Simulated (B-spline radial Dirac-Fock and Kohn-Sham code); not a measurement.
**Photoelectron lines of Re⁵⁺ at 9570 eV**

System: Re⁵⁺, [Xe] 4f14 5d2.

Method: the independent-particle Dirac-Slater model, thresholds from Dirac-Fock. Computed with a radial B-spline solver. The asymmetry parameter β is from the dipole term alone. Kinetic energies are from the vacuum level. Open shells are spread statistically over j, without multiplet splitting.

The last column is dσ/dΩ = σ/(4π) · [1 − (β/2) P₂(cos θ)] at θ = 0° from the beam of unpolarised light.

| subshell | electrons | binding (eV) | kinetic (eV) | σ (kb) | β | dσ/dΩ (kb/sr) |
| --- | --- | --- | --- | --- | --- | --- |
| M1 (3s) | 2 | 3014.7 | 6555.3 | 4.10 | 1.95 | 0.00851 |
| M2 (3p1/2) | 2 | 2760.2 | 6809.8 | 4.98 | 1.57 | 0.0853 |
| M3 (3p3/2) | 4 | 2447.2 | 7122.8 | ? | ? | ? |
| M4 (3d3/2) | 4 | 2025.3 | 7544.7 | 3.98 | 1.20 | 0.126 |
| M5 (3d5/2) | 6 | 1958.7 | 7611.3 | 5.22 | 1.09 | 0.189 |
| N1 (4s) | 2 | 706.1 | 8863.9 | 1.07 | 1.95 | 0.00213 |
| N2 (4p1/2) | 2 | 599.5 | 8970.5 | 1.15 | 1.58 | 0.0193 |
| N3 (4p3/2) | 4 | 526.4 | 9043.6 | 1.90 | 1.69 | 0.0232 |
| N4 (4d3/2) | 4 | 351.2 | 9218.8 | 0.795 | 1.18 | 0.0259 |
| N5 (4d5/2) | 6 | 337.7 | 9232.3 | 1.04 | 1.05 | 0.0391 |
| N6 (4f5/2) | 6 | 115.5 | 9454.5 | 0.0597 | 0.68 | 0.00314 |
| N7 (4f7/2) | 8 | 113.1 | 9456.9 | 0.0727 | 0.66 | 0.00388 |
| O1 (5s) | 2 | 158.7 | 9411.3 | 0.208 | 1.95 | 0.000412 |
| O2 (5p1/2) | 2 | 122.7 | 9447.3 | 0.192 | 1.58 | 0.00323 |
| O3 (5p3/2) | 4 | 111.0 | 9459.0 | 0.311 | 1.69 | 0.00379 |
| O4 (5d3/2) | 0.8 | 66.46 | 9503.5 | 0.0173 | 1.18 | 0.000567 |
| O5 (5d5/2) | 1.2 | 65.25 | 9504.7 | 0.0224 | 1.05 | 0.000851 |

**Question.** What are σ and β for M3 (3p3/2)?

**Answer.** σ = 8.49 kb, the largest of all subshells and 25 % of the total, and β = 1.68, which gives dσ/dΩ = 0.107 kb/sr.

Run: 5.8 s of CPU time on 1 thread of Neoverse-N1 (shared host), peak memory 0.39 GiB.
